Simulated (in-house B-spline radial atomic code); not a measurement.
Configurations of the tellurium ion Te³⁺, with energies counted from [Kr] 4d10 5s2 5p1. Method: scalar-relativistic (X2C) BHandHLYP, spin-polarised, spherical fractional occupations, exact exchange averaged over the configuration, Fermi nucleus of rms radius 4.7423 fm. Calculated with an all-electron radial atomic-structure program (B-spline basis). Shells without spins written out take the highest spin.

Occupations are held fixed; configurations that lie above the ionisation limit could autoionise.

```tsv
configuration	E - E(ref) (eV)	highest orbital	its <r> (bohr)
[Kr] 4d9 5s2 5p1 6d1	68.715	6d up	5.753
[Ar] 3d10 4s2 4p5 4d10 5s2 5p1 6f1	152.55	6f up	8.827
[Ar] 3d9 4s2 4p6 4d10 5s2 5p2	577.63	5p up	2.128
[Ar] 3d9 4s2 4p6 4d10 5s2 5p1 5f1	605.86	5f up	5.356
[Ar] 3d9 4s2 4p6 4d10 5s2 5p1 6f1	609.56	6f up	8.791
```

**Question.** Order these further configurations by energy, lowest first.
A. [Ar] 3d9 4s2 4p6 4d10 4f1 5s2 5p1
B. [Ar] 3d10 4s2 4p5 4d10 5s2 5p2
C. [Kr] 4d10 5s2 5f1
D. [Kr] 4d9 5s2 5p1 5d1
E. [Kr] 4d10 5s1 5p1 6f1

**Answer.** C (26.154 eV), E (39.428 eV), D (57.851 eV), B (120.82 eV), A (599.07 eV).

**Question.** How far above the reference does [Kr] 4d10 5s1 5p2 lie?

**Answer.** 8.7493 eV; its least bound orbital is 5p up with <r> = 2.202 bohr.
